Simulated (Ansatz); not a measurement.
Total energies of the cluster LiAl₃⁺ (the lowest doublet isomer of a short search) from Ansatz at PBE-D4/def2-TZVP, gas phase (1 Eh = 27.2114 eV = 2625.5 kJ/mol). The reference geometry is relaxed at r2SCAN-D4/def2-TZVP.

| atom | x (Å) | y (Å) | z (Å) |
| --- | --- | --- | --- |
| Li1 | -1.3620 | -1.3324 | -0.6324 |
| Al2 | -0.3817 | 0.7526 | 1.3685 |
| Al3 | 0.2909 | 1.1983 | -1.0309 |
| Al4 | 1.4529 | -0.6185 | 0.2949 |

| state | geometry | energy (Eh) |
| --- | --- | --- |
| charge 1 doublet | reference | -734.15966 |
| charge 0 singlet | reference | -734.36762 |
| charge 1 quartet | relaxed at r2SCAN-D4/def2-TZVP | -734.13384 |

Task: Work out the vertical electron affinity, to the singlet.

Result: E(charge 1 doublet) − E(charge 0 singlet) = -734.15966 − (-734.36762) = 0.20796 Eh = 5.66 eV.

Task: Which of the charge 1 states is lowest, and how far above it are the others?

Result: The doublet. quartet: -734.13384 − (-734.15966) = 0.02582 Eh = 67.8 kJ/mol.

A triplet lies near this restricted singlet, and broken spin symmetry wasn't tried. 

The structure comes from a short search, and lower isomers may exist.
